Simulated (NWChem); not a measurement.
Program: NWChem. System: H₃B, charge 0, spin multiplicity 1, at a geometry optimised with B3LYP/def2-SVP. The structure started from a generated list of species. Level: RHF/def2-TZVP.

Input file:

```
start mol
memory heap 200 mb stack 900 mb global 1100 mb
geometry units angstroms nocenter noautoz
  B      0.000000     0.000000    -0.000000
  H      0.000000     0.000000     1.204392
  H     -1.043033     0.000000    -0.602195
  H      1.043033     0.000000    -0.602195
  symmetry group C2v
end
basis spherical
  * library def2-tzvp
end
scf
  rhf
  nopen 0
  maxiter 100
  thresh 1e-7
  semidirect memsize 60000000 filesize 0
end
task scf energy
```

NWChem printed:

```
             Northwest Computational Chemistry Package (NWChem) 7.3.0
             --------------------------------------------------------

                                NWChem Input Module
                                -------------------

 Scaling coordinates for geometry "geometry" by  1.889725989
 (inverse scale =  0.529177249)

 Turning off AUTOSYM since
 SYMMETRY directive was detected!

                             Geometry "geometry" -> ""
                             -------------------------

 Output coordinates in angstroms (scale by  1.889725989 to convert to a.u.)

  No.       Tag          Charge          X              Y              Z
 ---- ---------------- ---------- -------------- -------------- --------------
    1 B                    5.0000     0.00000000     0.00000000     0.00000000
    2 H                    1.0000     0.00000000     0.00000000     1.20439200
    3 H                    1.0000    -1.04303300     0.00000000    -0.60219500
    4 H                    1.0000     1.04303300     0.00000000    -0.60219500

 Effective nuclear repulsion energy (a.u.)       7.3516160856

            Nuclear Dipole moment (a.u.)
            ----------------------------
        X                 Y               Z
 ---------------- ---------------- ----------------
     0.0000000000     0.0000000000     0.0000037795

      Symmetry information
      --------------------

 Group name             C2v
 Group number             16
 Group order               4
 No. of unique centers     3

      Symmetry unique atoms

     1    2    3


 Summary of "ao basis" -> "" (spherical)
 ------------------------------------------------------------------------------
       Tag                 Description            Shells   Functions and Types
 ---------------- ------------------------------  ------  ---------------------
 *                         def2-tzvp                  on all atoms

 Summary of "ao basis" -> "ao basis" (spherical)
 ------------------------------------------------------------------------------
       Tag                 Description            Shells   Functions and Types
[...]
              MO Center=  1.2D-10,  1.4D-16, -3.6D-01, r^2= 1.6D+00
   Bfn.  Coefficient  Atom+Function         Bfn.  Coefficient  Atom+Function
  ----- ------------  ---------------      ----- ------------  ---------------
     6      0.299217  1 B  px                 9      0.242645  1 B  px
    39     -0.215632  3 H  s                 45      0.215632  4 H  s

 Vector    4  Occ=2.000000D+00  E=-4.959723D-01  Symmetry=a1
              MO Center= -1.1D-10,  3.1D-16,  3.6D-01, r^2= 1.6D+00
   Bfn.  Coefficient  Atom+Function         Bfn.  Coefficient  Atom+Function
  ----- ------------  ---------------      ----- ------------  ---------------
     8      0.299217  1 B  pz                33      0.248990  2 H  s
    11      0.242645  1 B  pz                32      0.163038  2 H  s
    34      0.150295  2 H  s

 Vector    5  Occ=0.000000D+00  E= 5.357042D-02  Symmetry=b2
              MO Center= -2.5D-16,  2.1D-16, -2.9D-08, r^2= 3.9D+00
   Bfn.  Coefficient  Atom+Function         Bfn.  Coefficient  Atom+Function
  ----- ------------  ---------------      ----- ------------  ---------------
    13      0.752446  1 B  py                 7      0.244898  1 B  py
    10      0.164208  1 B  py

 Vector    6  Occ=0.000000D+00  E= 1.391326D-01  Symmetry=a1
              MO Center=  9.0D-17, -1.1D-16, -5.7D-06, r^2= 7.4D+00
   Bfn.  Coefficient  Atom+Function         Bfn.  Coefficient  Atom+Function
  ----- ------------  ---------------      ----- ------------  ---------------
     5      3.759810  1 B  s                  4     -1.733479  1 B  s
    34     -0.883860  2 H  s                 40     -0.883867  3 H  s
    46     -0.883867  4 H  s                  3      0.181262  1 B  s
    33      0.160914  2 H  s                 39      0.160915  3 H  s
    45      0.160915  4 H  s

 Vector    7  Occ=0.000000D+00  E= 1.702232D-01  Symmetry=b1
              MO Center= -1.6D-12,  3.0D-29,  8.4D-01, r^2= 7.1D+00
   Bfn.  Coefficient  Atom+Function         Bfn.  Coefficient  Atom+Function
  ----- ------------  ---------------      ----- ------------  ---------------
    12      2.393538  1 B  px                40      1.595130  3 H  s
    46     -1.595130  4 H  s                  9     -0.288196  1 B  px

 center of mass
 --------------
 x =   0.00000000 y =   0.00000000 z =   0.00000027

 moments of inertia (a.u.)
 ------------------
           7.830857142541           0.000000000000           0.000000000000
           0.000000000000          15.661706915986           0.000000000000
           0.000000000000           0.000000000000           7.830849773444

  Mulliken analysis of the total density
  --------------------------------------

    Atom       Charge   Shell Charges
 -----------   ------   -------------------------------------------------------
    1 B    5     5.03   0.92  1.06  0.51  0.58  0.04  0.86  0.88  0.11  0.03  0.04  0.00
    2 H    1     0.99   0.25  0.52  0.20  0.01
    3 H    1     0.99   0.25  0.52  0.20  0.01
    4 H    1     0.99   0.25  0.52  0.20  0.01

       Multipole analysis of the density wrt the origin
       ------------------------------------------------

     L   x y z        total         open         nuclear
     -   - - -        -----         ----         -------
     0   0 0 0     -0.000000      0.000000      8.000000

     1   1 0 0     -0.000000      0.000000      0.000000
     1   0 1 0     -0.000000      0.000000      0.000000
     1   0 0 1     -0.000001      0.000000      0.000004

     2   2 0 0     -7.053411      0.000000      7.770049
     2   1 1 0      0.000000      0.000000      0.000000
     2   1 0 1     -0.000000      0.000000      0.000000
     2   0 2 0     -5.322042      0.000000      0.000000
     2   0 1 1      0.000000      0.000000      0.000000
     2   0 0 2     -7.053414      0.000000      7.770056

 Task  times  cpu:        0.3s     wall:        0.3s

 Total times  cpu:        0.3s     wall:        0.3s
```
